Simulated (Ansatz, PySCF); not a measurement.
Species: sum formula SiN₃H₅Br, net charge -1, singlet state. It need not be the lowest isomer of its formula. Whether it binds its extra electron was not tested at this geometry. 
Coordinates optimised at B3LYP-D3(BJ)/def2-TZVP (Ansatz, an electronic-structure program):
SMILES: [NH-][Si](N)(N)Br
```xyz
10

Si    -0.0027    -0.0450    -1.0757
Br     0.2027     0.0473     1.4567
N      1.3473    -0.4301    -1.8827
N     -0.8152     1.4922    -1.2958
N     -1.2336    -1.2807    -1.1318
H      2.0581     0.2740    -2.0334
H     -0.1896     2.2799    -1.1778
H     -1.5958     1.6259    -0.6633
H     -1.5229    -1.5991    -0.2172
H     -0.8953    -2.0762    -1.6592
```
Charge -1, spin multiplicity 1.

Total electronic energies in hartree. Correlated levels leave the core frozen unless marked. No spin-orbit coupling. Frozen are the shells of the preceding noble gas and the d and f shells that filled before the atom's block. Non-relativistic. CBS marks a two-point X^-3 extrapolation of the correlation energy; Hartree-Fock from the larger set. [CCSD(T)-MP2]/basis is that difference in the basis named.

```json
[
 {"level": "HF/STO-3G", "program": "Ansatz", "energy (Eh)": "-2994.29972"},
 {"level": "HF/def2-SVPD", "program": "Ansatz", "energy (Eh)": "-3027.22924"},
 {"level": "HF/def2-TZVPD", "program": "PySCF", "energy (Eh)": "-3027.83526"},
 {"level": "revPBE-D4/def2-TZVPD", "program": "Ansatz + dftd4", "energy (Eh)": "-3030.86104"},
 {"level": "B97M-V/def2-TZVPD", "program": "Ansatz", "energy (Eh)": "-3030.60419"},
 {"level": "B3LYP-D4/def2-TZVPD", "program": "Ansatz + dftd4", "energy (Eh)": "[?]"},
 {"level": "PBE0/STO-3G", "program": "Ansatz", "energy (Eh)": "-2996.63165"},
 {"level": "r2SCANh/def2-TZVPD", "program": "Ansatz", "energy (Eh)": "[?]"},
 {"level": "HSE06-D3(BJ)/def2-TZVPD", "program": "Ansatz + dftd3", "energy (Eh)": "-3030.55361"},
 {"level": "CAM-B3LYP-D4/def2-TZVPD", "program": "Ansatz + dftd4", "energy (Eh)": "-3031.24128"},
 {"level": "CAM-B3LYP/def2-TZVPD", "program": "Ansatz", "energy (Eh)": "-3031.23181"},
 {"level": "SCS-MP2/def2-SVP", "program": "Ansatz", "energy (Eh)": "-3027.90264"},
 {"level": "CCSD(T)/6-31G", "program": "Ansatz", "energy (Eh)": "-3027.67277"},
 {"level": "CCSD(T)/def2-TZVPP", "program": "Ansatz", "energy (Eh)": "-3028.84628"},
 {"level": "RI-MP2/CBS(def2-TZVPPD,def2-QZVPPD)+[CCSD(T)-MP2]/def2-TZVPPD", "program": "Ansatz", "energy (Eh)": "-3029.0472"}
]
```

### Question
What belongs in the gaps?

### Answer

- B3LYP-D4/def2-TZVPD, energy (Eh): -3031.23856
- r2SCANh/def2-TZVPD, energy (Eh): -3031.02747
